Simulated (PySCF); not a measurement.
MH₃ across the lanthanides

Level: PBE0, basis family lcecp-1/def2-TZVP, scalar-relativistic core potentials from Rb on and no relativity for lighter atoms.

Each entry is the lowest minimum that a search over a few typed start shapes (and spin states, where more than one is plausible) found, or that minimum re-optimised at the stated level; isomers with ligand–ligand bonds, or fragments after loss of a ligand pair, can lie lower. Open shells are unrestricted; no spin–orbit coupling; PySCF with density fitting.

```
molecule  2S+1  point group  mean bond to the central atom (Å)  gap (eV)  distinct angles (°)  polar-tensor charge of the central atom  dipole (D)
    LaH₃     1          C3v                              2.109      4.77                  111                                     1.70        4.72
    PrH₃     1          C3v                              2.075      4.82                  111                                     1.66        4.71
    NdH₃     1          C3v                              2.042      4.89                  110                                     1.62        4.75
    PmH₃     1          C3v                              2.048      4.85                  111                                     1.63        4.65
    ErH₃     1          C3v                              1.975      4.96                  115                                     1.56        3.62
    TmH₃     1          C3v                              1.969      5.00                  116                                     1.55        3.14
```

The bond length does not run in one direction; the largest change, -0.073 Å, falls between PmH₃ and ErH₃ among the members listed.

Left out of the table are members whose search was unfinished or whose lowest solution was spin-contaminated, unstable, very soft or bonded differently.
